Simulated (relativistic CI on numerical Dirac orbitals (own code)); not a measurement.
## Forbidden transitions in Ba27+

These numbers are calculated, not measured: Dirac-Coulomb-Breit CI, KLI orbitals optimised for each configuration, model QED, unscaled Slater integrals (own radial code, finite nucleus).

Configuration list (outside the closed core [Ar]): 3d10 4s, 3d10 4p, 3d10 4d, 3d10 4f, 3d10 5s, 3d10 5p, 3d10 5d, 3d10 5f, 3d10 5g, 3d9 4p2, 3d10 6s, 3d10 6p, 3d10 6d, 3d8 4s 4p2, 3d9 4s2, 3d10 6f. Levels of other configurations are missing.

```
λ vac (nm)                Lower                Upper  Type   A (s⁻¹)  E lower (Ry)  E upper (Ry)
    1.6767  3d10 4p 2P°_3/2 [3]  3d9 4p2 2F_7/2 [44]    M2  3.55e+05        5.8463       60.1940
    1.7392  3d10 4p 2P°_3/2 [3]  3d9 4p2 4D_7/2 [28]    M2  1.33e+05        5.8463       58.2429
    1.8344   3d10 4s 2S_1/2 [1]  3d9 4s2 2D_3/2 [25]    E2  3.49e+08        0.0000       49.6759
    1.8795   3d10 4s 2S_1/2 [1]  3d9 4s2 2D_5/2 [22]    E2  3.36e+08        0.0000       48.4849
    7.7825  3d9 4s2 2D_5/2 [22]  3d9 4p2 2F_7/2 [44]    E2  9.77e+04       48.4849       60.1940
    46.706  3d9 4p2 4D_7/2 [28]  3d9 4p2 2F_7/2 [44]    M1  3.46e+04       58.2429       60.1940
    51.622  3d9 4p2 2F_5/2 [29]  3d9 4p2 2F_7/2 [44]    M1  4.56e+04       58.4287       60.1940
    70.105  3d9 4p2 2D_5/2 [26]  3d9 4p2 4D_7/2 [28]    M1  3.95e+04       56.9431       58.2429
```

Terms are leading LS components. Brackets give the number of a level in order of energy, since labels repeat. The list gives strong lines, with weight on those to low levels, among the lowest 53 of 264 levels, so that lines to higher ones, which can be the strongest, are missing. Levels whose partners in the same complex of configurations lie outside the list can be far off, and so can their lines. Rates are taken at the computed energies, electric ones in the length gauge.

At this charge energies of transitions that change n are usually good to better than 1 %, and those within a shell (Δn = 0) to a few per cent.

LS names give the leading component of a level, which can be under half, so a name can repeat, a term be missing and a line seem to break the LS rules.
